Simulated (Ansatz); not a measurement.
Input for Ansatz (a first-principles code): R-CCSD(T)/aug-cc-pV(Q+d)Z on HCl (SMILES Cl). Files ending in .json are basis or fitting sets from the Basis Set Exchange.

Ansatz 0.2 input:
```yaml
crystal:
  periodic: [false, false, false]
  atoms:
    - {symbol: Cl, position_ang: [-0.31279745, 0.47295316, 3.37613835]}
    - {symbol: H, position_ang: [-0.21166095, 0.43399899, 2.07638770]}
basis:
  gaussian:
    orbitals: aug-cc-pV_Q+d_Z.json
magnetization: {spin_polarized: false}
correlation: {method: ccsd_t, electrons: outside_noble_gas}
scf: {lower_state_search: off}
```

Program output:

```
WARN ansatz: RAYON_NUM_THREADS=2 ignored (pool sized by the plan → 2); use --threads N
Functional definition: HF
these checks for a lower state are left out or cut short: stability, starts, cluster_reference, orbital_swaps, neighbouring_geometries, increment
integrals: 0.26 GiB planned
807 factors; integrals over basis functions are off by at most 1.1e-3 eV
mean field: 0.24 GiB planned
mean field evaluation 1: about -12519.8488 eV, gradient 1.0e1 eV
mean field evaluation 2: about -12519.8488 eV, gradient 1.0e1 eV
mean field evaluation 4: about -12520.2527 eV, gradient 1.2e0 eV
mean field evaluation 8: about -12520.2613 eV, gradient 2.4e-5 eV
mean field -12520.26127973 eV, -460.1111154923 hartree, gradient 1.2e-6 eV, S^2 0.000000; 0 other end points of the search recorded, 0 dependent functions left out
5 core orbitals not correlated
reference -12520.26127973 eV, -460.1111154923 hartree; 4, 4 occupied and 126, 126 virtual orbitals, 807 factors
second order -6.13837217 eV of doubles, -0.00000000 eV of singles
coupled cluster: 0.51 GiB planned
cycle   1  -6.49915432 eV  change   -3.6e-1 eV  update   4.0e-2
cycle   2  -6.63942437 eV  change   -1.4e-1 eV  update   1.2e-2
cycle   3  -6.64784513 eV  change   -8.4e-3 eV  update   3.2e-3
cycle   4  -6.64711465 eV  change    7.3e-4 eV  update   8.7e-4
cycle   5  -6.64691196 eV  change    2.0e-4 eV  update   2.0e-4
cycle   6  -6.64686399 eV  change    4.8e-5 eV  update   5.8e-5
cycle   7  -6.64685966 eV  change    4.3e-6 eV  update   1.7e-5
cycle   8  -6.64685995 eV  change   -2.9e-7 eV  update   5.0e-6
perturbative correction -0.27221068 eV, -0.0100035580 hartree
Total energy: -12527.18035036 eV, -460.3653866480 hartree
Checks for a lower state left out: stability, starts, cluster_reference, orbital_swaps, neighbouring_geometries, increment
```

Self-consistency was reached.

Cost: around 7 core-seconds (rough).
